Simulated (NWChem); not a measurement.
silanone (SiH₂O); SMILES [SiH2]=O

Computed with NWChem. Pople sets run with spherical d functions. Structure relaxed at the PBE0/def2-SVP level. Solvent water, SMD (1 M gas to 1 M solution), gas-phase geometry. Reactions with the solvent are ignored.

Problem. Order these by “dipole in solution (D)”, lowest first: PBE0/6-311G**; PBE0/STO-3G; PBE0/6-311++G**; PBE0/3-21G.

Solution. PBE0/STO-3G (2.13), PBE0/3-21G (3.98), PBE0/6-311G** (4.95), PBE0/6-311++G** (5.46)
